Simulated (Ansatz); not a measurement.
Ansatz (a program for electronic structure) input (HF/3-21G): The .json file is the Basis Set Exchange's 3-21G.

Ansatz 0.2 input:
```yaml
crystal:
  periodic: [false, false, false]
  atoms:
    - {symbol: In, position_ang: [-0.00000000, -0.00000000, -0.29962809]}
    - {symbol: F, position_ang: [0.00000000, 0.00000000, 1.63130852]}
basis:
  gaussian:
    orbitals: 3-21G.json
hamiltonian:
  xc: {name: HF}
phonons: {temperatures: {t_min: 298.15, t_max: 298.15, t_step: 100}}
```

Question: Which harmonic wavenumbers does it give?

Answer: 665 cm⁻¹ (unscaled; negative means imaginary).
